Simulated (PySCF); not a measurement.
**Energy profile**

The step: SiH₃OF ([OH][SiH2][F]) + NH₃ → SiNH₅O ([NH2][SiH2][OH]) + HF; bonds formed: Si1–N7, F2–H6; bonds broken: Si1–F2, H6–N7 (atoms numbered as in the saddle structure below).

| atom | x (Å) | y (Å) | z (Å) |
| --- | --- | --- | --- |
| Si1 | -0.5758 | -0.0894 | 0.5636 |
| F2 | 1.4586 | -0.9095 | 0.2048 |
| H3 | -0.8820 | -1.5239 | 0.7155 |
| H4 | -1.8818 | 0.6315 | 0.5516 |
| O5 | 0.2557 | 0.7896 | 1.6570 |
| H6 | 0.9462 | -0.3371 | -0.8750 |
| N7 | -0.0141 | 0.1780 | -1.1875 |
| H8 | 1.1531 | 0.4387 | 1.7238 |
| H9 | -0.5405 | -0.3262 | -1.8912 |
| H10 | 0.0805 | 1.1484 | -1.4626 |

Electronic energies by CCSD(T) at an estimated basis limit (MP2 extrapolated from triple and quadruple zeta, plus CCSD(T) − MP2 in triple zeta), on PBE0-D4/def2-TZVP structures; SiNH$_{6}$OF, singlet; no counterpoise correction. PySCF 2.14 with density fitting (its default auxiliary sets; JK sets also for MP2 and CCSD(T)); basis: def2-TZVPP and def2-QZVPP; cores frozen in the correlated methods. Extrapolation: Hartree–Fock as exp(−7.88 √X), correlation as X^−2.97.

(1) Give the profile in kJ/mol, counted from the separated reactants. (An estimate is asked for; the value comes from the calculation.)

The T1 diagnostic stays at or below 0.013.

Results:

(1) By the calculation:
```tsv
point	kJ/mol
separated: SiH$_{3}$OF (linked as [OH][SiH2][F]; Si1, F2, H3, H4, O5, H8; singlet) + NH$_{3}$ (H6, N7, H9, H10; singlet)	0.0
start structure	-15.6
saddle	106.6
end structure	41.0
separated: SiNH$_{5}$O (linked as [NH2][SiH2][OH]; Si1, H3, H4, O5, N7, H8, H9, H10; singlet) + HF (F2, H6; singlet)	87.4
```

The step is the kind of exchange with an N–H group that builds nitride films in atomic layer and chemical vapour deposition.

For scale, one of the runs: CCSD(T)/def2-TZVPP, 219 basis functions, launched by `OMP_NUM_THREADS=4 python run.py`. Time: 10 min of wall clock on 4 CPU threads of an Arm Neoverse V2; the host was shared. Peak host memory: 3.8 GiB.
